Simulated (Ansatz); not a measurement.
CH₄S₂Sn (`C[S][Sn][SH]`), charge 0, multiplicity 1.

(1) Give a relaxed structure at PBE0-D4/def2-TZVP (the Gaussian-basis code of Ansatz). (Estimate.)

Answers

(1) Computed: 
```xyz
8

C    -1.2710    0.1153    0.4876
S    -1.1357   -1.0350   -0.9062
Sn    1.1770   -1.0799   -1.5998
S     1.9542    0.5174    0.0698
H    -2.3175    0.1276    0.7927
H    -0.9727    1.1211    0.1935
H    -0.6582   -0.2141    1.3263
H     3.2238    0.4476   -0.3639
```
Point group Cs.
